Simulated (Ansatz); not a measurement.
BrH3Sn (`[Br][SnH3]`), relaxed with RKS PBE-D4/def2-SVP in Ansatz from a rough embedded geometry. The force threshold is 0.03 eV/Å; the program also tests the step.

The species carries charge 0 and has multiplicity 1. Sn takes the def2 core potential.

Start:

```xyz
5

Br    0.791   -2.196    0.151
Sn   -0.047    0.123   -0.010
H    -1.444    0.170   -1.084
H     1.200    1.200   -0.627
H    -0.500    0.702    1.570
```

```
step  energy (eV)  largest force (eV/Å)  largest move (Å)
   1  -75907.7029                 1.128             0.000
   2  -75907.7252                 0.515             0.147
   3  -75907.7582                 0.087             0.065
   4  -75907.7586                 0.031             0.007
   5  -75907.7587                 0.001             0.003
```

End:

```xyz
5

Br    0.795   -2.167    0.147
Sn   -0.072    0.196   -0.013
H    -1.429    0.152   -1.075
H     1.217    1.151   -0.644
H    -0.511    0.668    1.585
```

Run time 5.5 s (2 threads of a server CPU on a shared host); peak host memory 0.13 GiB.
